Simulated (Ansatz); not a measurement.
A nudged elastic band was laid between two geometries of AlBrH₄ (6 atoms, charge 0, multiplicity 1).

Level of theory: RKS B3LYP/def2-SVP in Ansatz.

```json
{"movable images": "5", "climbing image": "yes", "spring": "5.0 eV/Å²", "optimiser": "fire", "start path": "through a guess of the saddle point", "force threshold": "0.05 eV/Å", "iteration limit": "60", "end points": "relaxed", "largest step": "0.5 Å"}
```

Image 0:

```xyz
6
Properties=species:S:1:pos:R:3
Al 0.000 0.200 -0.005
H -0.006 0.747 1.490
H 1.370 0.133 -0.804
H -1.375 0.054 -0.787
Br 0.084 -2.543 0.970
H 0.082 -2.124 2.339
```

Image 6:

```xyz
6
Properties=species:S:1:pos:R:3
Al 0.022 -0.632 -0.233
H 0.009 0.293 2.016
H 1.393 0.114 -0.445
H -1.391 0.035 -0.427
Br 0.088 -2.884 0.132
H 0.034 -0.457 2.162
```

**Question.** Which bonds break or form, and what moves?

**Answer.** Bonds broken: Al1–H2, Br5–H6. Bonds formed: Al1–Br5, H2–H6. AlBrH4 becomes AlBrH2 + H2.

**Question.** What energy profile does the band end with?

**Answer.** It converged. The highest image is number 2 of 0 to 6, 10.4 kJ/mol above the first end and 130.7 kJ/mol above the last; the last end lies 120.2 kJ/mol below the first. The order of the point at the top wasn't checked. The orbitals stay closed-shell, which can raise the energy where a bond breaks towards radicals; this wasn't checked here.

| image | path coordinate (Å) | energy (kJ/mol) | Al1–H2 (Å) | Br5–H6 (Å) | Al1–Br5 (Å) |
| --- | --- | --- | --- | --- | --- |
| 0 | 0.00 | 0.0 | 1.59 | 1.43 | 2.91 |
| 1 | 0.55 | 4.7 | 1.60 | 1.43 | 2.89 |
| 2 | 1.12 | 10.4 | 1.62 | 1.48 | 2.85 |
| 3 | 1.57 | -5.1 | 1.73 | 1.75 | 2.60 |
| 4 | 2.03 | -82.1 | 1.97 | 2.18 | 2.39 |
| 5 | 2.50 | -114.9 | 2.26 | 2.65 | 2.30 |
| 6 | 2.95 | -120.2 | 2.43 | 3.16 | 2.28 |

**Question.** What is the geometry of the highest image?

**Answer.** 
```xyz
6
Properties=species:S:1:pos:R:3
Al 0.002 0.020 0.050
H 0.003 0.243 1.656
H 1.395 0.130 -0.687
H -1.402 0.076 -0.674
Br 0.096 -2.640 1.056
H 0.061 -1.360 1.805
```

The band took 43 iterations and roughly 5 core-minutes.

Run time: 4.7 min on 1 thread of Intel(R) Xeon(R) Platinum 8488C (Sapphire Rapids), with other jobs on the host, peak memory 0.16 GiB.
